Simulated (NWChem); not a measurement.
System meant: C3H3, doublet; SMILES [C]#CC

The following NWChem deck was run.

```
start job
memory heap 200 mb stack 900 mb global 1100 mb
geometry units angstroms noautoz
  C      0.000000     0.000000     1.560717
  C      0.000000     0.000000     0.346426
  C      0.000000     0.000000    -1.109073
  H      0.777381    -0.673718    -1.500760
  H     -0.972147    -0.336373    -1.500760
  H      0.194766     1.010091    -1.500760
end
basis spherical
  * library def2-svp
end
dft
  odft
  mult 3
  xc pbe0
  iterations 150
  mulliken
end
task dft energy
```

End of the output:

```
 Summary of "ao basis" -> "" (spherical)
 ------------------------------------------------------------------------------
       Tag                 Description            Shells   Functions and Types
 ---------------- ------------------------------  ------  ---------------------
 *                          def2-svp                  on all atoms

                                 NWChem DFT Module
                                 -----------------

 Summary of "ao basis" -> "ao basis" (spherical)
 ------------------------------------------------------------------------------
       Tag                 Description            Shells   Functions and Types
 ---------------- ------------------------------  ------  ---------------------
 C                          def2-svp                 6       14   3s2p1d
 H                          def2-svp                 3        5   2s1p

 Summary of "ao basis" -> "ao basis" (spherical)
 ------------------------------------------------------------------------------
       Tag                 Description            Shells   Functions and Types
 ---------------- ------------------------------  ------  ---------------------
 C                          def2-svp                 6       14   3s2p1d
 H                          def2-svp                 3        5   2s1p

      Symmetry analysis of basis
      --------------------------

        a1         22
        a2          1
        e          34

  Rotation of axis
  number of electrons :                   21
  multiplicity        :                    3
 ------------------------------------------------------------------------
  no. of electrons and multiplicity not compatible                  21
 ------------------------------------------------------------------------
 ------------------------------------------------------------------------
  current input line :
    21: task dft energy
 ------------------------------------------------------------------------
 ------------------------------------------------------------------------
 There is an error in the input file
 ------------------------------------------------------------------------
 For more information see the NWChem manual at https://nwchemgit.github.io

0: no. of electrons and multiplicity not compatible:Received an Error in Communication
```

**Question.** What is wrong, and how is it mended?

**Answer.** The program refused the input. Cause: the multiplicity doesn't fit the number of electrons (an even count wants an odd multiplicity, and the reverse). This input runs:
```
start job
memory heap 200 mb stack 900 mb global 1100 mb
geometry units angstroms noautoz
  C      0.000000     0.000000     1.560717
  C      0.000000     0.000000     0.346426
  C      0.000000     0.000000    -1.109073
  H      0.777381    -0.673718    -1.500760
  H     -0.972147    -0.336373    -1.500760
  H      0.194766     1.010091    -1.500760
end
basis spherical
  C library def2-svp
  H library def2-svp
end
dft
  odft
  mult 2
  xc pbe0
  iterations 150
  mulliken
end
task dft energy
```
It converges to -115.70116 Ha (PBE0/def2-SVP, spin-unrestricted).
